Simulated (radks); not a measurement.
Species: the rubidium ion Rb+. Configuration: [Kr]. All-electron calculation, scalar-relativistic Kohn-Sham, HCTH/407, spin-unpolarised, spherical densities, point nucleus. Program: a radial shooting solver on a logarithmic mesh with Libxc functionals.

Radial electron density D(r) = 4 pi r^2 rho(r):

```
   r/bohr * D(r) (the largest magnitude, 55.6, reaches the edge; | marks zero)
 0.001772 |*
  0.00203 | *
 0.002308 | *
 0.002644 |  *
 0.003005 |   *
 0.003443 |    *
 0.003913 |     *
 0.004483 |      *
 0.005095 |        *
 0.005837 |          *
 0.006634 |            *
 0.007601 |               *
 0.008708 |                  *
 0.009897 |                      *
  0.01134 |                         *
  0.01289 |                             *
  0.01476 |                                 *
  0.01678 |                                     *
  0.01923 |                                        *
  0.02185 |                                           *
  0.02503 |                                            *
  0.02845 |                                             *
   0.0326 |                                            *
  0.03705 |                                           *
  0.04245 |                                        *
  0.04863 |                                      *
  0.05527 |                                     *
  0.06332 |                                     *
  0.07197 |                                       *
  0.08245 |                                           *
  0.09371 |                                                *
   0.1074 |                                                    *
    0.122 |                                                      *
   0.1398 |                                                     *
   0.1589 |                                                 *
    0.182 |                                          *
   0.2086 |                                    *
    0.237 |                               *
   0.2716 |                               *
   0.3087 |                                 *
   0.3536 |                                    *
   0.4019 |                                      *
   0.4605 |                                     *
   0.5233 |                                *
   0.5996 |                         *
   0.6815 |                  *
   0.7807 |            *
   0.8874 |        *
    1.017 |      *
    1.165 |      *
    1.324 |      *
    1.517 |     *
    1.724 |    *
    1.975 |   *
    2.245 | *
    2.572 |*
    2.923 |*
    3.348 *
    3.806 *
     4.36 *
    4.955 *
    5.677 *
```

D(r) has 3 maxima, at r = 0.0282, 0.126, 0.412 bohr, and minima at 0.0580, 0.263 bohr, inside which lie 2.05, 11.05 electrons.
